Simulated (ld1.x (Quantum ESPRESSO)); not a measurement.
# Which change was made? (Zn, TM)

| Item | Value |
| --- | --- |
| Element | Zn (Z = 30) |
| Generator | ld1.x (Quantum ESPRESSO) 7.5 |
| Type | norm-conserving Troullier–Martins (Kleinman–Bylander form) |
| Functional | PBE |
| Relativity | fully relativistic |
| Frozen core | [Ne] |
| Valence charge | 20 |
| Reference configuration | 3s2 3p6 3d10 4s2 4p0 |
| Partial waves | 3p (bound): rc 0.90 bohr; 3d (bound): rc 1.50 bohr; 4f channel at 0.45 Ry: rc 1.55 bohr; 3s (bound): rc 0.70 bohr |
| Local potential | the s channel |
| Core correction | none |

Open shells are filled in proportion to 2j + 1 (rel_dist='average').

Occupied shells without a wave of their own: 4s. They enter only through the test configuration that unscreens the potential.

Cutoffs, loose and tight: the cutoffs (Ry, on a coarse ladder) from which the occupation-weighted sum of valence levels, in a spherical-Bessel basis at the reference potential, stays within 10 and 1 mRy of its value at 400 Ry. They do not see the model core or the augmentation charge, which bear on the density cutoff. Test errors are all-electron minus pseudo excitation energies from the reference, over the configurations 3s2 3p6 3d10 4s1 4p0; 3s2 3p6 3d10 4s0 4p0; 3s2 3p6 3d9 4s0 4p0; 3s2 3p6 3d9 4s2 4p1; 3s2 3p6 3d8 4s0 4p0; 3s2 3p6 3d10 4s0 4p1; 3s2 3p6 3d10 4s1 4p1; variants that change the core or the reference have their own tests.

The base gives: outcome: generated; bound ghosts: not determined; largest test error (meV): -376.

(1) After one change the result is: outcome: generated; bound ghosts: not determined; largest test error (meV): -281. Which change was it?
A. wave 3s (bound): rc 0.70 bohr becomes 3s (bound): rc 0.58 bohr
B. wave 3s (bound): rc 0.70 bohr becomes 3s (bound): rc 0.48 bohr
C. wave 3s (bound): rc 0.70 bohr becomes 3s (bound): rc 0.92 bohr

Results:

(1) A. The others give: wave 3s (bound): rc 0.70 bohr becomes 3s (bound): rc 0.92 bohr → outcome: generated, misses its reference levels by 0.39 eV; bound ghosts: not determined; largest test error (meV): -2544 | wave 3s (bound): rc 0.70 bohr becomes 3s (bound): rc 0.48 bohr → outcome: generated; bound ghosts: not determined; largest test error (meV): -636.
